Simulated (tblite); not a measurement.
Compound: C3H10F3NSi2.
Numbering: `[CH3:1][CH2:2][Si@H:3]([NH:4][SiH3:5])[C:6]([F:7])([F:8])[F:9]` (hydrogens: H10, H11, H12 on C1; H13, H14 on C2; H15 on Si3; H16 on N4; H17, H18, H19 on Si5)

The geometry is computed with GFN2-xTB (gas phase).

Q: List the bond lengths, angles and torsions at this level.

A: 
```csv
bond,length (Å)
C1–C2,1.526
C2–Si3,1.896
Si3–N4,1.717
N4–Si5,1.760
Si3–C6,1.939
"C6–F7, C6–F8, C6–F9",1.350
"C1–H10, C1–H11, C1–H12",1.088
C2–H13,1.091
C2–H14,1.093
Si3–H15,1.469
N4–H16,1.008
"Si5–H17, Si5–H18, Si5–H19",1.462
```

Bonds in one row agree within 0.01 Å and their mean is given. A selection of angles:
```csv
angle,degrees
C1–C2–Si3,112.5
C2–Si3–N4,112.7
C2–Si3–C6,107.1
N4–Si3–C6,104.5
Si3–N4–Si5,132.7
Si3–C6–F7,112.8
F7–C6–F8,105.8
H16–N4–Si3,113.5
H16–N4–Si5,113.7
```

Torsions: C1–C2–Si3–N4 -61° (synclinal); C2–Si3–N4–Si5 -134° (anticlinal); C2–Si3–C6–F7 -175° (antiperiplanar).

The 2 N–Si bonds span 1.717 Å (Si3–N4, drawn single) to 1.760 Å (N4–Si5, drawn single), a spread of 0.043 Å. Of the pairs four or more bonds apart, Si5···F7 is among the closest relative to their van der Waals radii: 3.37 Å, 94 % of the sum of Bondi's values. All 3 C–F bonds measure 1.349 to 1.350 Å. Si3 (SiH silicon) is distorted tetrahedral (angles from 103.9° to 114.0°). Si5 (SiH3 silicon) is distorted tetrahedral (angles from 103.4° to 112.6°). The 2 C–Si bonds span 1.896 Å (C2–Si3, drawn single) to 1.939 Å (Si3–C6, drawn single), a spread of 0.043 Å. N4 (nitrogen bridging silicon atoms) is planar (angles 132.7°, 113.7° and 113.5°, sum 360.0°, 0.02 Å off the plane of its three neighbours).

Point group: C1 (no symmetry element, even within 0.4 Å). Its lowest GFN2-xTB frequency is 12i cm⁻¹, too small to tell a flat minimum from a shallow saddle. The numbers are those of one conformer. 3 starts were optimised and ended at 0.00, 0.08 and 0.45 kcal/mol (GFN2-xTB); the lowest of these is shown.
